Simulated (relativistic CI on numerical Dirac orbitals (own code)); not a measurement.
**Co3+ in a cubic cluster: L2,3 absorption with charge transfer**

Computed with a charge-transfer multiplet model of a cubic metal-ligand cluster with up to 3 ligand holes, Slater and spin-orbit integrals from Dirac-Coulomb-Breit ions, Slater integrals scaled by 0.8. The ground state mixes d6 with configurations of k ligand holes L, whose averages lie at kΔ + k(k − 1)U_dd/2; a core hole lowers each added d electron by U_cd. 300 K, Lorentzian 0.4 eV and Gaussian 0.3 eV FWHM.

Atomic integrals in eV (Slater integrals scaled, ζ unscaled), ground: F2dd 10.085, F4dd 6.299, zeta_d 0.071; with the core hole: F2dd 10.695, F4dd 6.685, zeta_d 0.093, zeta_core 9.664, F2cd 6.345, G1cd 4.816, G3cd 2.738.

Cluster parameters (eV): U_dd = 5.7, U_cd = 6.7, 10Dq = 1.85, 10Dq(ligand) = 0.3, V(eg) = 3.2, V(t2g) = -1.65, final-state hopping factor = 1.

| Case | n_d | d6 | d7L | d8L2 | d9L3 | S |
| --- | --- | --- | --- | --- | --- | --- |
| Δ = -3.6 eV | 7.30 | 0.13 | 0.49 | 0.33 | 0.04 | 0.01 |
| Δ = -2.6 eV | 7.19 | 0.16 | 0.52 | 0.29 | 0.03 | 0.01 |
| Δ = -1.6 eV | 7.08 | 0.21 | 0.53 | 0.24 | 0.02 | 0.01 |
| Δ = -0.6 eV | 6.98 | 0.26 | 0.53 | 0.20 | 0.02 | 0.01 |
| Δ = 2.4 eV | 6.68 | 0.43 | 0.47 | 0.10 | 0.01 | 0.02 |

Weights, n_d and S are thermal averages at 300 K. Photon energies count from the first peak over 30 % of the highest in each spectrum, which can be another peak from case to case. The parameters are a model scan and need not match a compound or its usual spin state. Peaks in eV (height, largest 100):
- Δ = -3.6 eV: 0.0 (100), 14.6 (54)
- Δ = -2.6 eV: 0.0 (100), 2.4 (5), 14.5 (55)
- Δ = -1.6 eV: 0.0 (100), 2.5 (6), 14.5 (55)
- Δ = -0.6 eV: 0.0 (100), 2.6 (7), 14.5 (55)
- Δ = 2.4 eV: -1.7 (5), 0.0 (100), 2.6 (12), 14.4 (66), 16.5 (7)

For the case Δ = -0.6 eV, Δ = -0.6 eV is smaller than U_dd = 5.7 eV, the charge-transfer side of the Zaanen-Sawatzky-Allen scheme (negative Δ: between configuration averages a ligand hole costs less than the nominal valence; multiplet and field energies can change this for the lowest states). With the core hole the configuration with one ligand hole lies at Δ + U_dd − U_cd = -4.6, -3.6, -2.6, -1.6, 1.4 eV from the one without, in the order of the table; where this is negative the screened configuration lies lower, though the effective hopping of about 5.5 eV (from the holes of the mixed ground state) mixes the two strongly wherever it is as large as the gap.
